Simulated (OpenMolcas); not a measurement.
# Predicting a hybrid from its neighbours: SiN2H4F

SiN2H4F has 8 atoms, charge 0, and is taken as a doublet. As SMILES, `N[Si](N)F`. The coordinates come from a PBE0-D4/def2-TZVP relaxation. This is one conformer, not always the lowest.

The electronic atomisation energy y, in eV, basis def2-SVPD; a is the functional's share of exact exchange. Programs: OpenMolcas 26.06.

| functional | program | a | y (eV) |
| --- | --- | --- | --- |
| UTPSS | OpenMolcas | 0 | 29.44 |
| UBLYP | OpenMolcas | 0 | 29.52 |
| UB3LYP | OpenMolcas | 0.2 | 29.38 |
| UPBE0 | OpenMolcas | 0.25 | ? |
| UBHLYP | OpenMolcas | 0.5 | 28.25 |

Q: Fit y = c + s·a to the known rows and predict UPBE0.

A: 
1. Means of the 4 rows: a = 0.1750, y = 29.148.
2. Σ(Δa)² = 0.1675, Σ(Δa·Δy) = -0.40225, so the slope is -0.40225/0.1675 = -2.4015.
3. Intercept: 29.148 − (-2.4015) × 0.1750 = 29.568. The largest residual of the fit is 0.29.
4. UPBE0: 29.568 + (-2.4015) × 0.25 = 28.97 eV.

The run gave 29.21 eV, so the prediction is off by -0.24 eV, within the largest residual.
